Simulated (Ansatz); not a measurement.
`C[O][V](=[O])([OH])[F]` + H–F → `[O]=[V]([OH])([F])[F]` + CH₃OH at 600 K and 1 bar (ligand exchange at a V–O bond).

Gas-phase electronic energies from Ansatz, PBE0-D4/def2-TZVP geometries. CCSD(T)/CBS adds triple-zeta CCSD(T) − MP2 to the extrapolated MP2 energy (def2 sets, frozen cores). This one scheme is used for every species. For V outer-core shells are correlated without core-valence functions, which leaves a few kJ/mol of doubt a bond. Scalar relativity is left out up to krypton. Each species was taken in one conformer, which may not be the lowest.

| species | CCSD(T)/CBS energy (Eh) | H − E (kJ/mol) | S (J/(mol·K)) |
| --- | --- | --- | --- |
| `C[O][V](=[O])([OH])[F]` | -1309.38208 | 229.2 | 468.6 |
| H–F | -100.39570 | 42.3 | 194.0 |
| `[O]=[V]([OH])([F])[F]` | -1294.15888 | 107.5 | 391.8 |
| CH₃OH | -115.61712 | 163.6 | 277.3 |

H − E and S are ideal-gas, rigid-rotor, harmonic terms from PBE0-D4/def2-TZVP, for one conformer and one mirror image of each species. 1 Eh = 2625.50 kJ/mol, R = 8.31446 J/(mol·K).

Task: By hand: ΔE, ΔH, ΔS and ΔG.

Result: ΔE = (-1294.15888) + (-115.61712) − (-1309.38208) − (-100.39570) = 0.00178 Eh = 4.7 kJ/mol. Δ(H − E) = 107.5 + 163.6 − 229.2 − 42.3 = -0.4, so ΔH = 4.3 kJ/mol. ΔS = 391.8 + 277.3 − 468.6 − 194.0 = 6.5 J/(mol·K). ΔG = 4.3 − 600 × (6.5)/1000 = 0.4 kJ/mol.

Task: By hand: the equilibrium constant, and the temperature at which ΔG would vanish if ΔH and ΔS stayed fixed.

Result: log₁₀ K = −ΔG/(RT ln 10) = 0.0. ΔG = 0 at ΔH/ΔS = 662 K, though so small a ΔH makes that figure unsure.

TΔS isn't small against ΔH here. The sign of ΔG lies within the doubt. A doubt of 5 kJ/mol in ΔE shifts log₁₀ K by 0.4 here. Other conformers and mirror images would add mixing entropy, several J/(mol·K) or more a flexible species. These are equilibria of isolated gas molecules and say nothing of rates. Largest T1 diagnostic: 0.032 (customary marks: 0.02 for closed shells, 0.045 for open ones).
